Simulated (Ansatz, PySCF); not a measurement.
This Ansatz (a quantum-chemistry and plane-wave program) input computes a PBE0/def2-TZVPD energy:

Ansatz 0.2 input:
```yaml
crystal:
  periodic: [false, false, false]
  atoms:
    - {symbol: B, position_ang: [-0.50431629, 0.03250353, 0.00283475]}
    - {symbol: Cl, position_ang: [-1.46871698, -1.41849179, 0.02981416]}
    - {symbol: Cl, position_ang: [-1.27472396, 1.59530845, -0.01439335]}
    - {symbol: Br, position_ang: [1.40457364, -0.09052574, -0.00789508]}
basis:
  gaussian:
    orbitals: def2-TZVPD
hamiltonian:
  xc: {name: PBE0}
output: {forces: true}
```

Q: Write an input for the same energy in PySCF and say what it gives.

A: 
```python
from pyscf import gto, scf, dft

mol = gto.M(
    atom='''
    B    -0.50431629    0.03250353    0.00283475
    Cl   -1.46871698   -1.41849179    0.02981416
    Cl   -1.27472396    1.59530845   -0.01439335
    Br    1.40457364   -0.09052574   -0.00789508
    ''',
    basis='def2-tzvpd',
    charge=0,
    spin=0,
    verbose=4,
)

mf = dft.RKS(mol, xc='pbe0').density_fit(auxbasis='def2-universal-jkfit')
mf.grids.level = 3
mf.conv_tol = 1e-9
mf.max_cycle = 100
mf.max_memory = 1500
mf.kernel()
if not mf.converged:
    mf = mf.newton()
    mf.kernel(mf.make_rdm1())
mf.analyze()
```
It gives -3518.92609 Eh, and Ansatz -3518.92606 Eh, a difference of 0.03 mEh, from the treatment of integrals and grids.
